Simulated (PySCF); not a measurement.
**Which determinant of MgSe lies lowest?**

Unrestricted PBE0; PySCF, no relativity, basis sets Mg pcseg-1, Se pcseg-1. Outer shells of the fragments: Mg 3s2; Se 3d10 4s2 4p4.

Followed along the bond (rough minima from three points):

```
2Ms+1  unpaired  ⟨S²⟩ at the start  R at minimum (Å)  Te (eV)
    1      none               0.00              2.28     0.00
    3  σ ↑, π ↑               2.00              2.52     0.01
    1  σ ↓, π ↑               1.00              2.51     0.08
    3      σ ↑↑               2.01              2.47     1.54
```

Solutions found at the starting distance of 2.470 Å, counted from the lowest of them; the search is not exhaustive and high or unbound solutions are not listed, so other states can lie among these:

```json
{"2Ms+1": "3", "unpaired": "σ ↑, π ↑", "term": "³Π", "E (eV)": "0.00", "⟨S²⟩": "2.00", "⟨Lz²⟩": "1.01", "μ (D)": "-3.46"}
{"2Ms+1": "1", "unpaired": "σ ↓, π ↑", "term": "mixed", "E (eV)": "0.07", "⟨S²⟩": "1.00", "⟨Lz²⟩": "1.01", "μ (D)": "-3.58"}
{"2Ms+1": "1", "unpaired": "none", "term": "¹Σ⁺", "E (eV)": "0.16", "⟨S²⟩": "0.00", "⟨Lz²⟩": "0.00", "μ (D)": "-7.91"}
{"2Ms+1": "3", "unpaired": "σ ↑↑", "term": "³Σ⁺", "E (eV)": "1.52", "⟨S²⟩": "2.01", "⟨Lz²⟩": "0.00", "μ (D)": "-4.38"}
{"2Ms+1": "3", "unpaired": "π ↑↑", "term": "³Σ⁻", "E (eV)": "2.67", "⟨S²⟩": "2.00", "⟨Lz²⟩": "0.00", "μ (D)": "4.36"}
{"2Ms+1": "1", "unpaired": "π ↑↓", "term": "mixed", "E (eV)": "3.08", "⟨S²⟩": "1.01", "⟨Lz²⟩": "2.01", "μ (D)": "4.35"}
```

A term symbol is given only where ⟨S²⟩ and ⟨Lz²⟩ are close to those of a pure state; real π, δ and φ orbitals otherwise mix terms. A positive dipole means Mg(−)Se(+).

Problem. Compare the gap between the two lowest followed solutions at the starting distance with the gap between their minima.

Solution. At PBE0 the second solution (triplet, unpaired electrons σ ↑, π ↑) lies -0.16 eV from the first (singlet, closed shell) at 2.470 Å and +0.01 eV at the minima; the two curves relax by different amounts, since their minima lie near 2.52 and 2.28 Å. A gap this small is a tie at this level.

Counting both spins, an empty level lies below a filled one in some of these solutions, because spin and occupation are held.
